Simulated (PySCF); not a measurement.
# `C(C1=COC=C1[S@](C)=O)=O`, C$_{6}$H$_{6}$O$_{3}$S

Molfile (atoms numbered from 1):
```
C6H6O3S
     RDKit          3D

 16 16  0  0  0  0  0  0  0  0999 V2000
    2.1442    0.7844    0.0692 C   0  0  0  0  0  0  0  0  0  0  0  0
    1.0384    0.3836    1.4954 S   0  0  0  0  0  4  0  0  0  0  0  0
    1.7143   -0.6768    2.2405 O   0  0  0  0  0  0  0  0  0  0  0  0
   -0.1740   -0.4829    0.4682 C   0  0  0  0  0  0  0  0  0  0  0  0
   -0.3824   -1.8236    0.3864 C   0  0  0  0  0  0  0  0  0  0  0  0
   -1.4269   -2.0935   -0.4218 O   0  0  0  0  0  0  0  0  0  0  0  0
   -1.9126   -0.9337   -0.8573 C   0  0  0  0  0  0  0  0  0  0  0  0
   -1.1893    0.1181   -0.3445 C   0  0  0  0  0  0  0  0  0  0  0  0
   -1.3704    1.5417   -0.5520 C   0  0  0  0  0  0  0  0  0  0  0  0
   -0.6338    2.3896   -0.1128 O   0  0  0  0  0  0  0  0  0  0  0  0
    1.6282    1.4977   -0.5614 H   0  0  0  0  0  0  0  0  0  0  0  0
    2.3934   -0.1235   -0.4683 H   0  0  0  0  0  0  0  0  0  0  0  0
    3.0433    1.2310    0.4811 H   0  0  0  0  0  0  0  0  0  0  0  0
    0.1316   -2.6427    0.8476 H   0  0  0  0  0  0  0  0  0  0  0  0
   -2.7562   -0.9613   -1.5195 H   0  0  0  0  0  0  0  0  0  0  0  0
   -2.2557    1.8009   -1.1623 H   0  0  0  0  0  0  0  0  0  0  0  0
  2  1  1  6
  2  3  2  0
  2  4  1  0
  4  5  2  0
  5  6  1  0
  6  7  1  0
  7  8  2  0
  8  9  1  0
  9 10  2  0
  8  4  1  0
  1 11  1  0
  1 12  1  0
  1 13  1  0
  5 14  1  0
  7 15  1  0
  9 16  1  0
M  END
```

The calculation used quadratic response B3LYP/def2-SVPD first hyperpolarisability, Taylor convention, gas phase in PySCF 2.14.0. Geometry: GFN2-xTB.

Q: Give the tensor of the static β(0;0,0) in the axes of these coordinates.

A: In au, Taylor convention; rows are the first index (the induced dipole):
|  | xx | yy | zz | xy | xz | yz |
| --- | --- | --- | --- | --- | --- | --- |
| x | +82.3 | -10.5 | +32.1 | -19.3 | +107.5 | +12.1 |
| y | -19.3 | -215.5 | -24.6 | -10.5 | +12.1 | +12.7 |
| z | +107.5 | +12.7 | +75.1 | +12.1 | +32.1 | -24.6 |

Norm of βᵢ = ⅓ Σⱼ (βᵢⱼⱼ + βⱼᵢⱼ + βⱼⱼᵢ): 341.0 au, hyper-Rayleigh value 136.0 au.
